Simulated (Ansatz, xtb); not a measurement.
Relaxing a trial structure of H5IN2Si

The starting geometry of this gas-phase singlet was built from a drawn formula by distance geometry and a force field; its bonds are those of `[NH-][NH2+][SiH2]I`.

```
atom    x (Å)    y (Å)    z (Å)
   I   1.3987   3.1687   1.4361
   N  -0.5755  -0.8947  -0.1245
   N  -0.0574   0.2225   0.6992
  Si   0.6372   1.5153  -0.2009
   H  -0.9685  -1.6441   0.4582
   H   0.6641  -0.1261   1.3151
   H  -0.7597   0.6319   1.2549
   H  -0.4490   2.1270  -1.0741
   H   1.7829   1.0241  -0.9764
```

**Question.** Predict what becomes of its bonds when it is optimised with r2SCAN-D4/def2-SVP.

**Answer.** It rearranges to `NN[SiH2]I`. Contacts that open: N3–Si4 (1.72 → 2.66 Å). Contacts that close: N2–Si4 (2.70 → 1.72 Å).

The energy falls by 3.04 eV over 25 steps:

```json
{"step": "1", "E − E(last) (eV)": "3.040"}
{"step": "4", "E − E(last) (eV)": "2.021"}
{"step": "6", "E − E(last) (eV)": "1.527"}
{"step": "9", "E − E(last) (eV)": "1.172"}
{"step": "12", "E − E(last) (eV)": "0.601"}
{"step": "14", "E − E(last) (eV)": "0.360"}
{"step": "17", "E − E(last) (eV)": "0.236"}
{"step": "20", "E − E(last) (eV)": "0.047"}
{"step": "22", "E − E(last) (eV)": "0.003"}
{"step": "25", "E − E(last) (eV)": "0.000"}
```

Final geometry (Å):

```xyz
9

I     0.7005    3.5176    0.5860
N    -0.3097    0.1312    0.2074
N     0.2150   -0.3265    1.4329
Si    0.6122    1.3337   -0.6110
H    -1.3258    0.0948    0.0961
H     0.0809   -1.3348    1.5116
H    -0.2509    0.1202    2.2260
H    -0.0714    1.5906   -1.9080
H     2.0218    0.8978   -0.7536
```

From the same start GFN2-xTB reaches the same bonding as this run.

No frequencies were run, so the end isn't proven a minimum. Atoms past krypton carry core potentials, without spin–orbit terms. Run with Ansatz 0.2.0, 51 s on 2 threads of Arm Neoverse V2, with other jobs on the host.
